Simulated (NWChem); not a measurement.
Program: NWChem. System: H$_{4}$P$_{2}$, charge 1, spin multiplicity 2, at the geometry of a parent with another charge or spin, in a state set for the comparison that need not be this species' ground state. Its SCF solution wasn't tested for a lower state. Level: Ur2SCAN/def2-TZVPD.

Output (cleaned and shortened):

```
             Northwest Computational Chemistry Package (NWChem) 7.3.0
             --------------------------------------------------------

                                NWChem Input Module
                                -------------------

 Scaling coordinates for geometry "geometry" by  1.889725989
 (inverse scale =  0.529177249)

 Turning off AUTOSYM since
 SYMMETRY directive was detected!

                             Geometry "geometry" -> ""
                             -------------------------

 Output coordinates in angstroms (scale by  1.889725989 to convert to a.u.)

  No.       Tag          Charge          X              Y              Z
 ---- ---------------- ---------- -------------- -------------- --------------
    1 P                   15.0000     1.00855700     0.52169300     0.00000000
    2 P                   15.0000    -1.00855700    -0.52169300     0.00000000
    3 H                    1.0000     1.54085000    -0.31632700     1.03127200
    4 H                    1.0000     1.54085000    -0.31632700    -1.03127200
    5 H                    1.0000    -1.54085000     0.31632700     1.03127200
    6 H                    1.0000    -1.54085000     0.31632700    -1.03127200

 Effective nuclear repulsion energy (a.u.)      87.2530053904

            Nuclear Dipole moment (a.u.)
            ----------------------------
        X                 Y               Z
 ---------------- ---------------- ----------------
     0.0000000000     0.0000000000     0.0000000000

      Symmetry information
      --------------------

 Group name             C2h
 Group number             21
 Group order               4
 No. of unique centers     2

      Symmetry unique atoms

     1    3


 Summary of "ao basis" -> "" (spherical)
 ------------------------------------------------------------------------------
       Tag                 Description            Shells   Functions and Types
 ---------------- ------------------------------  ------  ---------------------
 *                         def2-tzvpd                 on all atoms

                                 NWChem DFT Module
                                 -----------------

 Summary of "ao basis" -> "ao basis" (spherical)
 ------------------------------------------------------------------------------
       Tag                 Description            Shells   Functions and Types
 ---------------- ------------------------------  ------  ---------------------
 P                         def2-tzvpd               15       43   6s5p3d1f
 H                         def2-tzvpd                5        9   3s2p

 Summary of "ao basis" -> "ao basis" (spherical)
 ------------------------------------------------------------------------------
       Tag                 Description            Shells   Functions and Types
 ---------------- ------------------------------  ------  ---------------------
 P                         def2-tzvpd               15       43   6s5p3d1f
 H                         def2-tzvpd                5        9   3s2p

      Symmetry analysis of basis
      --------------------------

        ag         38
        au         23
        bg         23
        bu         38

            General Information
            -------------------
          SCF calculation type: DFT
          Wavefunction type:  spin polarized.
          No. of atoms     :     6
          No. of electrons :    33
           Alpha electrons :    17
            Beta electrons :    16
          Charge           :     1
          Spin multiplicity:     2
          Use of symmetry is: on ; symmetry adaption is: on
          Maximum number of iterations: 100
          AO basis - number of functions:   122
                     number of shells:    50
          Convergence on energy requested:  1.00D-06
          Convergence on density requested:  1.00D-05
          Convergence on gradient requested:  5.00D-04

              XC Information
              --------------
                      r^2SCAN Method XC Functional
               r^2SCAN metaGGA Exchange Functional  1.000
                     r^2SCAN Correlation Potential  1.000

             Grid Information
             ----------------
[...]
    21      0.104187  1 P  pz                64     -0.104187  2 P  pz

 Vector   15  Occ=1.000000D+00  E=-5.532500D-01  Symmetry=ag
              MO Center= -8.8D-15, -2.4D-15, -6.5D-15, r^2= 2.7D+00
   Bfn.  Coefficient  Atom+Function         Bfn.  Coefficient  Atom+Function
  ----- ------------  ---------------      ----- ------------  ---------------
    16      0.328772  1 P  px                59     -0.328772  2 P  px
    13      0.141325  1 P  px                56     -0.141325  2 P  px
    19      0.132994  1 P  px                62     -0.132994  2 P  px
     7     -0.125721  1 P  px                50      0.125721  2 P  px
    88      0.106177  3 H  s                 97      0.106177  4 H  s

 Vector   16  Occ=1.000000D+00  E=-5.266091D-01  Symmetry=bu
              MO Center=  9.5D-15,  4.9D-15,  2.3D-15, r^2= 2.8D+00
   Bfn.  Coefficient  Atom+Function         Bfn.  Coefficient  Atom+Function
  ----- ------------  ---------------      ----- ------------  ---------------
     5      0.303340  1 P  s                 48     -0.303340  2 P  s
    17      0.266875  1 P  py                60      0.266875  2 P  py
     4      0.248395  1 P  s                 47     -0.248395  2 P  s
     3     -0.157478  1 P  s                 46      0.157478  2 P  s
    14      0.112173  1 P  py                57      0.112173  2 P  py

 Vector   17  Occ=0.000000D+00  E=-4.325783D-01  Symmetry=ag
              MO Center= -1.2D-15,  3.6D-15, -3.5D-15, r^2= 3.6D+00
   Bfn.  Coefficient  Atom+Function         Bfn.  Coefficient  Atom+Function
  ----- ------------  ---------------      ----- ------------  ---------------
    17      0.330469  1 P  py                60     -0.330469  2 P  py
     5      0.271387  1 P  s                 48      0.271387  2 P  s
     4      0.206599  1 P  s                 47      0.206599  2 P  s
    20      0.174384  1 P  py                63     -0.174384  2 P  py
    14      0.140559  1 P  py                57     -0.140559  2 P  py

 Vector   18  Occ=0.000000D+00  E=-2.501928D-01  Symmetry=bu
              MO Center= -3.6D-14, -1.5D-14,  3.6D-15, r^2= 4.2D+00
   Bfn.  Coefficient  Atom+Function         Bfn.  Coefficient  Atom+Function
  ----- ------------  ---------------      ----- ------------  ---------------
    16      0.422155  1 P  px                59      0.422155  2 P  px
    19      0.381974  1 P  px                62      0.381974  2 P  px
     4     -0.155472  1 P  s                 47      0.155472  2 P  s
    13      0.153421  1 P  px                56      0.153421  2 P  px
    17      0.138042  1 P  py                60      0.138042  2 P  py

 Vector   19  Occ=0.000000D+00  E=-2.187942D-01  Symmetry=au
              MO Center= -3.1D-12, -1.4D-12, -9.7D-15, r^2= 3.6D+00
   Bfn.  Coefficient  Atom+Function         Bfn.  Coefficient  Atom+Function
  ----- ------------  ---------------      ----- ------------  ---------------
    89     -0.413734  3 H  s                 98      0.413734  4 H  s
   107     -0.413734  5 H  s                116      0.413734  6 H  s
    21      0.386598  1 P  pz                64      0.386598  2 P  pz
    18      0.272422  1 P  pz                61      0.272422  2 P  pz
    88     -0.205636  3 H  s                 97      0.205636  4 H  s

   alpha - beta orbital overlaps
   -----------------------------

   alpha      1      2      3      4      5      6      7      8      9     10
    beta      1      2      3      4      5      6      7      8     10      9
 overlap   1.000  1.000  1.000  1.000  0.838  0.822  1.000  1.000  0.838  0.822

   alpha     11     12     13     14     15     16     17     18     19     20
    beta     11     12     13     14     16     15     17     18     20     19
 overlap   0.999  0.997  1.000  1.000  0.992  0.992  0.990  0.991  0.998  0.996

   alpha     21     22     23     24     25     26     27     28     29     30
    beta     21     22     23     25     24     26     28     27     29     30
 overlap   0.997  0.991  0.995  0.993  0.961  0.993  0.965  0.999  0.984  0.994

   alpha     31     32     33     34     35     36     37     38     39     40
    beta     31     32     33     34     35     36     40     39     38     37
 overlap   0.985  0.978  0.987  0.991  0.985  0.984  0.796  0.996  0.996  0.791

   alpha     41     42     43     44     45     46     47     48     49     50
    beta     41     42     44     43     46     45     47     48     49     50
 overlap   0.985  0.989  0.950  0.985  0.950  0.988  0.978  0.982  0.978  0.980

   alpha     51     52     53     54     55     56     57     58     59     60
    beta     51     53     52     55     54     56     57     58     59     60
 overlap   0.982  0.982  0.985  0.894  0.981  0.908  0.923  0.997  0.918  0.995

   alpha     61     62     63     64     65     66     67     68     69     70
    beta     61     62     63     64     65     66     67     68     69     71
 overlap   0.998  0.962  0.997  0.998  0.962  0.999  0.998  0.998  0.996  0.998

   alpha     71     72     73     74     75     76     77     78     79     80
    beta     70     72     73     74     75     76     77     80     78     79
 overlap   0.994  0.999  0.999  0.997  0.997  0.978  0.968  0.993  0.979  0.907

   alpha     81     82     83     84     85     86     87     88     89     90
    beta     82     83     81     84     85     88     87     86     89     90
 overlap   0.994  0.902  0.998  0.934  0.993  0.997  0.970  0.993  0.994  0.997

   alpha     91     92     93     94     95     96     97     98     99    100
    beta     91     92     93     94     95     96     97     98     99    100
 overlap   0.994  0.997  0.999  0.985  0.999  1.000  0.999  0.987  0.999  0.999

   alpha    101    102    103    104    105    106    107    108    109    110
    beta    101    102    103    104    105    106    107    108    109    110
 overlap   1.000  1.000  1.000  1.000  1.000  1.000  1.000  1.000  1.000  1.000

   alpha    111    112    113    114    115    116    117    118    119    120
    beta    111    112    113    114    115    116    117    118    119    120
 overlap   1.000  1.000  1.000  1.000  1.000  1.000  0.999  1.000  0.999  1.000

   alpha    121    122
    beta    121    122
 overlap   1.000  1.000

     --------------------------
     Expectation value of S2:
     --------------------------
      <S2> =      0.7671 (Exact =     0.7500)

 center of mass
 --------------
 x =   0.00000000 y =   0.00000000 z =   0.00000000

 moments of inertia (a.u.)
 ------------------
          76.958643694678        -109.378926250804           0.000000000000
        -109.378926250804         274.510533792873           0.000000000000
           0.000000000000           0.000000000000         320.848186718289

     Multipole analysis of the density
     ---------------------------------

     L   x y z        total         alpha         beta         nuclear
     -   - - -        -----         -----         ----         -------
     0   0 0 0      1.000000    -17.000000    -16.000000     34.000000

     1   1 0 0      0.000000      0.000000     -0.000000      0.000000
     1   0 1 0     -0.000000     -0.000000     -0.000000      0.000000
     1   0 0 1     -0.000000     -0.000000     -0.000000      0.000000

     2   2 0 0    -11.380235    -80.650938    -73.616477    142.887181
     2   1 1 0      1.620465    -26.167482    -21.617957     49.405903
     2   1 0 1      0.000000      0.000000      0.000000      0.000000
     2   0 2 0    -17.452030    -26.781948    -21.256815     30.586732
     2   0 1 1      0.000000      0.000000     -0.000000      0.000000
     2   0 0 2    -16.727767    -16.499354    -15.420034     15.191621

 Task  times  cpu:        5.8s     wall:        5.8s

 Total times  cpu:        5.8s     wall:        5.8s
```

Problem. Write an NWChem input that would produce this output.

Solution. This is not unique; one that fits is 
```
start mol
memory heap 200 mb stack 900 mb global 1100 mb
charge 1
geometry units angstroms nocenter noautoz
  P      1.008557     0.521693     0.000000
  P     -1.008557    -0.521693     0.000000
  H      1.540850    -0.316327     1.031272
  H      1.540850    -0.316327    -1.031272
  H     -1.540850     0.316327     1.031272
  H     -1.540850     0.316327    -1.031272
  symmetry group C2h
end
basis spherical
  * library def2-tzvpd
end
dft
  xc r2scan
  odft
  mult 2
  semidirect memsize 60000000 filesize 0
  iterations 100
  grid fine
end
task dft energy
```
